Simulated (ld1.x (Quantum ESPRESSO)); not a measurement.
## Al, TM: configuration errors across variants

Al (Z = 13), norm-conserving Troullier–Martins (Kleinman–Bylander form), made with ld1.x (Quantum ESPRESSO) 7.5 (PBE, scalar-relativistic). Core [Ne], reference 3s2 3p1. Waves: 3p (bound): rc 1.80 bohr; 3s (bound): rc 1.95 bohr. Local part: the s channel. Core correction: none.

All-electron excitation energies from the reference (eV): (1) 3s2 3p0 5.761; (2) 3s1 3p0 24.987; (3) 3s2 3p0.5 2.086; (4) 3s0 3p3 10.451; (5) 3s1 3p2 5.139; (6) 3s1 3p1 11.571; (7) 3s2 3p1.3 -0.575.

Errors AE − PS in meV (a dash: test not solved or not reliable):

| change | (1) | (2) | (3) | (4) | (5) | (6) | (7) | bound ghosts |
| --- | --- | --- | --- | --- | --- | --- | --- | --- |
| base | -2.9 | +19 | -0.4 | +40 | +8.3 | +13 | 0.0 | none |
| core correction a·sin(br)/r model core inside 0.84 bohr | +1.3 | +8.6 | +0.3 | +2.0 | +0.1 | +5.9 | +0.1 | none |
| core correction a·sin(br)/r model core inside 1.28 bohr | +1.3 | +17 | +0.3 | +9.6 | +1.8 | +8.6 | +0.1 | none |
| core correction a·sin(br)/r model core inside 1.84 bohr | -0.7 | +2.0 | 0.0 | +14 | +2.1 | +4.7 | +0.1 | none |
| core correction a·sin(br)/r model core inside 2.02 bohr | -1.9 | +3.4 | -0.2 | +26 | +4.8 | +7.9 | +0.1 | none |

Question: Give the same row for: core correction a·sin(br)/r model core inside 1.54 bohr.

Answer: +1.4, +30, +0.3, +17, +2.6, +11, +0.1; bound ghosts: none.
